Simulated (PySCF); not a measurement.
**Mg: excitation energy**

Mg [Ne] 3s2 (1S) → Mg [Ne] 3d2 (3F), as a difference of total energies. Computed with PySCF 2.14 in aug-cc-pV5Z (8s7p5d4f3g2h, 131 functions), with no relativity, point nucleus. Correlated levels: valence: [Ne] frozen. The calculations carry no spin-orbit coupling.

| method | excitation energy (eV) |
| --- | --- |
| UHF | 13.176 |
| LDA | 13.685 |
| PBE | 13.191 |
| PBE0 | 13.355 |
| r2SCAN | 13.152 |
| revPBE | 12.948 |
| BHandHLYP | 13.904 |
| MP2 (valence) | 13.716 |
| SCS-MP2 (valence) | 13.940 |

Q: How much does correlation contribute at MP2 (valence)?

A: 13.716 − (13.176) = 0.540 eV, measured against UHF.

The upper state lies above the first ionisation limit, where it may autoionise and the basis confines it.

The promoted electron is Rydberg-like, and one or two diffuse shells describe it only roughly, which tends to raise the upper state.
